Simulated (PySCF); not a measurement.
This PySCF input asks for the NMR shieldings of `InChI=1S/C7H12SSi/c1-2-6-9-7-4-3-5-8-7/h3-5H,2,6,9H2,1H3`; the geometry comes from PBE0-D3(BJ)/def2-SVP.

```python
import basis_set_exchange as bse
import numpy as np
from pyscf import gto, dft
from pyscf.prop import nmr

atoms = """
C    -3.529497   -0.386083   -0.380944
C    -2.713160    0.562166    0.484668
C    -1.249533    0.685406    0.059373
Si   -0.231516   -0.902393    0.137591
C     1.585933   -0.505757   -0.049429
C     2.506687   -1.115904   -0.877151
C     3.814348   -0.566523   -0.781769
C     3.879956    0.462879    0.121730
S     2.355456    0.755076    0.848033
H    -3.505494   -0.081057   -1.439792
H    -4.583360   -0.412440   -0.065048
H    -3.146665   -1.418677   -0.330565
H    -2.760223    0.229029    1.536266
H    -3.180643    1.561729    0.468252
H    -1.173643    1.080791   -0.969508
H    -0.728624    1.421559    0.697251
H    -0.495478   -1.585426    1.445432
H    -0.560053   -1.862684   -0.960833
H     2.243690   -1.940492   -1.542791
H     4.671849   -0.915509   -1.358992
H     4.746745    1.063993    0.394806
"""
names = dict.fromkeys(["C", "Si", "S", "H"], "pcSseg-1")
basis = {el: gto.basis.parse(bse.get_basis(n, elements=[el], fmt="nwchem")) for el, n in names.items()}
mol = gto.M(atom=atoms, basis=basis, charge=0, verbose=0)
mf = dft.RKS(mol, xc="PBE0")
mf.grids.level = 2
mf.grids.alignment = dft.numint.BLKSIZE   # the property module wants whole blocks of grid points
mf.conv_tol = 1e-9
mf.kernel()

calc = nmr.RKS(mf)   # GIAO
C = mf.mo_coeff
Co = C[:, mf.mo_occ > 0]
resp = mf.gen_response(singlet=True, hermi=2)
def vind(x):   # induced exchange potential for any number of trial vectors
    d = np.einsum("pi,xij,qj->xpq", C, 2 * x.reshape(-1, C.shape[1], Co.shape[1]), Co, optimize=True)
    return np.einsum("xpq,pi,qj->xij", resp(d - d.transpose(0, 2, 1)), C, Co, optimize=True).ravel()
mo1, _ = nmr.rhf.solve_mo1(calc, with_cphf=vind)
sigma = calc.kernel(mo1)
for i, s in enumerate(sigma):   # ppm
    w = np.linalg.eigvalsh((s + s.T) / 2)
    print("%2d %-2s iso %8.1f  s11 %8.1f  s22 %8.1f  s33 %8.1f" % (i, mol.atom_pure_symbol(i), w.mean(), *w))
```

Q: What are the results?

A: 
```
 0 C  iso    167.2  s11    156.3  s22    162.4  s33    182.8
 1 C  iso    162.7  s11    155.6  s22    162.1  s33    170.4
 2 C  iso    167.5  s11    151.7  s22    158.1  s33    192.7
 3 Si iso    393.2  s11    365.0  s22    384.3  s33    430.3
 4 C  iso     44.9  s11    -34.2  s22     17.1  s33    151.9
 5 C  iso     41.8  s11    -47.6  s22     34.3  s33    138.8
 6 C  iso     52.0  s11    -31.1  s22     38.7  s33    148.4
 7 C  iso     43.5  s11    -50.4  s22     39.0  s33    141.9
 8 S  iso    244.2  s11     92.4  s22    248.0  s33    392.3
 9 H  iso     30.4  s11     26.7  s22     28.4  s33     36.2
10 H  iso     30.1  s11     25.4  s22     27.2  s33     37.6
11 H  iso     30.3  s11     25.4  s22     30.3  s33     35.1
12 H  iso     29.8  s11     25.1  s22     29.0  s33     35.2
13 H  iso     29.5  s11     23.6  s22     28.5  s33     36.5
14 H  iso     30.4  s11     26.2  s22     30.6  s33     34.4
15 H  iso     30.1  s11     23.3  s22     30.2  s33     36.8
16 H  iso     26.6  s11     23.2  s22     25.7  s33     30.8
17 H  iso     26.4  s11     21.5  s22     27.0  s33     30.6
18 H  iso     23.8  s11     20.3  s22     23.4  s33     27.8
19 H  iso     24.1  s11     20.9  s22     24.4  s33     26.9
20 H  iso     23.8  s11     20.9  s22     23.5  s33     26.9
```

These numbers come from an equivalent density-fitted implementation of the same equations, which agrees with the script to about 0.01 ppm for H and up to a few tenths of a ppm for heavy atoms, so last digits may differ.

Q: Turn these shieldings into chemical shifts. Referencing at the same level of theory: TMS for ¹³C (σref 184.41) and ²⁹Si (σref 351.99) and ¹H (σref 31.27); ³³S (σref 495.66) against CS2.

A: Averaging equivalent atoms: C 5: 142.6; C 7: 140.9; C 4: 139.5; C 6: 132.4; C 1: 21.7; C 0: 17.2; C 2: 16.9; Si 3: -41.2; S 8: 251; H 20: 7.51; H 18: 7.44; H 19: 7.19; H 16/17: 4.80; H 12/13: 1.63; H 14/15: 1.02; H 9/10/11: 1.00 ppm. 

Size and cost of the density-fitted run: 227 basis functions, 46 s wall time on 1 thread of an Arm Neoverse V2, shared host; peak memory 1.1 GiB.
